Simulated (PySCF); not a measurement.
C3H7NOSi. Atoms are numbered in the order given.

```xyz
13

N     -0.5450    -3.6323     0.0000
C      0.0267    -2.6200     0.0000
C      0.7066    -1.3326     0.0000
C     -0.2728    -0.1562     0.0000
O      0.4896     1.0261     0.0000
Si    -0.1865     2.5577     0.0000
H      1.3586    -1.2602    -0.8865
H      1.3586    -1.2602     0.8865
H     -0.9258    -0.2180     0.8928
H     -0.9258    -0.2180    -0.8928
H     -1.0365     2.7547     1.2144
H     -1.0365     2.7547    -1.2144
H      0.9537     3.5088     0.0000
```

The structure is a stationary point at r2SCAN-D4/def2-SVP. One conformer was computed; it need not be the lowest.

Level of theory: r2SCAN-D4/def2-SVP (PySCF).

Frequencies are harmonic and unscaled.

Q: Give all harmonic wavenumbers and intensities. (Estimate from the structure and the level; the computed values follow.)

A: 
```json
[
 {"mode": "1", "ν (cm⁻¹)": "45", "IR (km/mol)": "0.1", "Raman (Å⁴/amu)": "0.1", "depolarisation": "0.75", "moving atoms (share of kinetic energy)": "C 31 %, H 28 %, O 24 %, Si 14 %"},
 {"mode": "2", "ν (cm⁻¹)": "87", "IR (km/mol)": "6.5", "Raman (Å⁴/amu)": "0.7", "depolarisation": "0.75", "moving atoms (share of kinetic energy)": "H 58 %, C 21 %, N 15 %"},
 {"mode": "3", "ν (cm⁻¹)": "99", "IR (km/mol)": "3.8", "Raman (Å⁴/amu)": "0.9", "depolarisation": "0.65", "moving atoms (share of kinetic energy)": "N 34 %, C 22 %, Si 20 %, H 13 %, O 11 %"},
 {"mode": "4", "ν (cm⁻¹)": "148", "IR (km/mol)": "6.4", "Raman (Å⁴/amu)": "0.3", "depolarisation": "0.75", "moving atoms (share of kinetic energy)": "H 54 %, O 25 %, C 17 %"},
 {"mode": "5", "ν (cm⁻¹)": "213", "IR (km/mol)": "6.2", "Raman (Å⁴/amu)": "2.0", "depolarisation": "0.73", "moving atoms (share of kinetic energy)": "C 33 %, O 30 %, N 19 %, H 15 %"},
 {"mode": "6", "ν (cm⁻¹)": "331", "IR (km/mol)": "0.6", "Raman (Å⁴/amu)": "2.4", "depolarisation": "0.27", "moving atoms (share of kinetic energy)": "C 37 %, Si 29 %, N 14 %, H 13 %"},
 {"mode": "7", "ν (cm⁻¹)": "390", "IR (km/mol)": "0.0", "Raman (Å⁴/amu)": "3.7", "depolarisation": "0.75", "moving atoms (share of kinetic energy)": "C 59 %, H 23 %, N 17 %"},
 {"mode": "8", "ν (cm⁻¹)": "520", "IR (km/mol)": "3.9", "Raman (Å⁴/amu)": "2.9", "depolarisation": "0.29", "moving atoms (share of kinetic energy)": "C 75 %, N 10 %, H 8 %"},
 {"mode": "9", "ν (cm⁻¹)": "710", "IR (km/mol)": "56.4", "Raman (Å⁴/amu)": "15.2", "depolarisation": "0.75", "moving atoms (share of kinetic energy)": "H 84 %, Si 9 %"},
 {"mode": "10", "ν (cm⁻¹)": "733", "IR (km/mol)": "48.5", "Raman (Å⁴/amu)": "10.1", "depolarisation": "0.75", "moving atoms (share of kinetic energy)": "H 81 %, Si 11 %"},
 {"mode": "11", "ν (cm⁻¹)": "790", "IR (km/mol)": "0.0", "Raman (Å⁴/amu)": "0.1", "depolarisation": "0.75", "moving atoms (share of kinetic energy)": "H 85 %, C 14 %"},
 {"mode": "12", "ν (cm⁻¹)": "812", "IR (km/mol)": "38.4", "Raman (Å⁴/amu)": "9.6", "depolarisation": "0.33", "moving atoms (share of kinetic energy)": "O 46 %, C 22 %, Si 21 %, H 9 %"},
 {"mode": "13", "ν (cm⁻¹)": "932", "IR (km/mol)": "70.5", "Raman (Å⁴/amu)": "22.0", "depolarisation": "0.75", "moving atoms (share of kinetic energy)": "H 96 %"},
 {"mode": "14", "ν (cm⁻¹)": "950", "IR (km/mol)": "152.7", "Raman (Å⁴/amu)": "16.3", "depolarisation": "0.75", "moving atoms (share of kinetic energy)": "H 93 %"},
 {"mode": "15", "ν (cm⁻¹)": "974", "IR (km/mol)": "28.3", "Raman (Å⁴/amu)": "7.2", "depolarisation": "0.47", "moving atoms (share of kinetic energy)": "C 45 %, H 37 %, N 16 %"},
 {"mode": "16", "ν (cm⁻¹)": "980", "IR (km/mol)": "298.3", "Raman (Å⁴/amu)": "15.2", "depolarisation": "0.57", "moving atoms (share of kinetic energy)": "H 75 %, Si 10 %, C 9 %"},
 {"mode": "17", "ν (cm⁻¹)": "1066", "IR (km/mol)": "2.8", "Raman (Å⁴/amu)": "11.2", "depolarisation": "0.26", "moving atoms (share of kinetic energy)": "C 76 %, H 22 %"},
 {"mode": "18", "ν (cm⁻¹)": "1071", "IR (km/mol)": "2.1", "Raman (Å⁴/amu)": "0.0", "depolarisation": "–", "moving atoms (share of kinetic energy)": "H 59 %, C 39 %"},
 {"mode": "19", "ν (cm⁻¹)": "1158", "IR (km/mol)": "286.8", "Raman (Å⁴/amu)": "2.4", "depolarisation": "0.70", "moving atoms (share of kinetic energy)": "O 55 %, C 35 %"},
 {"mode": "20", "ν (cm⁻¹)": "1217", "IR (km/mol)": "1.3", "Raman (Å⁴/amu)": "0.4", "depolarisation": "0.75", "moving atoms (share of kinetic energy)": "H 82 %, C 16 %"},
 {"mode": "21", "ν (cm⁻¹)": "1281", "IR (km/mol)": "0.1", "Raman (Å⁴/amu)": "3.9", "depolarisation": "0.58", "moving atoms (share of kinetic energy)": "H 64 %, C 34 %"},
 {"mode": "22", "ν (cm⁻¹)": "1305", "IR (km/mol)": "0.3", "Raman (Å⁴/amu)": "13.2", "depolarisation": "0.75", "moving atoms (share of kinetic energy)": "H 94 %"},
 {"mode": "23", "ν (cm⁻¹)": "1413", "IR (km/mol)": "39.0", "Raman (Å⁴/amu)": "6.3", "depolarisation": "0.48", "moving atoms (share of kinetic energy)": "H 71 %, C 28 %"},
 {"mode": "24", "ν (cm⁻¹)": "1437", "IR (km/mol)": "6.7", "Raman (Å⁴/amu)": "14.2", "depolarisation": "0.69", "moving atoms (share of kinetic energy)": "H 92 %"},
 {"mode": "25", "ν (cm⁻¹)": "1497", "IR (km/mol)": "5.5", "Raman (Å⁴/amu)": "8.8", "depolarisation": "0.73", "moving atoms (share of kinetic energy)": "H 93 %"},
 {"mode": "26", "ν (cm⁻¹)": "2213", "IR (km/mol)": "145.9", "Raman (Å⁴/amu)": "65.9", "depolarisation": "0.75", "moving atoms (share of kinetic energy)": "H 96 %"},
 {"mode": "27", "ν (cm⁻¹)": "2214", "IR (km/mol)": "82.4", "Raman (Å⁴/amu)": "174.9", "depolarisation": "0.06", "moving atoms (share of kinetic energy)": "H 98 %"},
 {"mode": "28", "ν (cm⁻¹)": "2273", "IR (km/mol)": "104.1", "Raman (Å⁴/amu)": "137.7", "depolarisation": "0.28", "moving atoms (share of kinetic energy)": "H 97 %"},
 {"mode": "29", "ν (cm⁻¹)": "2361", "IR (km/mol)": "14.8", "Raman (Å⁴/amu)": "87.0", "depolarisation": "0.27", "moving atoms (share of kinetic energy)": "C 62 %, N 38 %"},
 {"mode": "30", "ν (cm⁻¹)": "2989", "IR (km/mol)": "31.6", "Raman (Å⁴/amu)": "98.5", "depolarisation": "0.06", "moving atoms (share of kinetic energy)": "H 95 %"},
 {"mode": "31", "ν (cm⁻¹)": "3042", "IR (km/mol)": "27.2", "Raman (Å⁴/amu)": "68.9", "depolarisation": "0.75", "moving atoms (share of kinetic energy)": "H 90 %, C 10 %"},
 {"mode": "32", "ν (cm⁻¹)": "3056", "IR (km/mol)": "2.4", "Raman (Å⁴/amu)": "108.2", "depolarisation": "0.04", "moving atoms (share of kinetic energy)": "H 95 %"},
 {"mode": "33", "ν (cm⁻¹)": "3117", "IR (km/mol)": "1.3", "Raman (Å⁴/amu)": "52.4", "depolarisation": "0.75", "moving atoms (share of kinetic energy)": "H 90 %, C 10 %"}
]
```
